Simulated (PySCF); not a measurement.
C4H8S, SMILES C1CCCS1.

Coordinates come from a B3LYP-D3(BJ)/def2-SVP optimisation. The values are those of a single conformer.

Computed with TDA-PBE/def2-SVPD (PySCF).

Vertical excitations. Isolated molecule, no solvent. State labels are in the subgroup C2.

```
state  symmetry  energy (eV)  λ (nm)      f         main pairs
-----  --------  -----------  ------  -----  -----------------
S1            A         4.84     256  0.000     HOMO→LUMO 99 %
S2            B         4.90     253  0.006   HOMO→LUMO+1 98 %
S3            A         5.54     224  0.018  HOMO→LUMO+2 100 %
S4            B         5.73     216  0.021   HOMO→LUMO+3 86 %
S5            A         5.94     209  0.003   HOMO→LUMO+4 99 %
S6            B         6.13     202  0.001   HOMO→LUMO+5 86 %
S7            A         6.53     190  0.001   HOMO→LUMO+6 99 %
S8            B         6.73     184  0.039   HOMO→LUMO+7 99 %
S9            B         7.18     173  0.028   HOMO→LUMO+8 99 %
S10           A         7.24     171  0.016   HOMO→LUMO+9 97 %
T1            A         4.42     280      0     HOMO→LUMO 99 %
T2            B         4.75     261      0   HOMO→LUMO+1 98 %
T3            B         5.29     235      0   HOMO→LUMO+3 97 %
T4            A         5.42     229      0   HOMO→LUMO+2 99 %
```
Triplets are in the Tamm–Dancoff approximation.
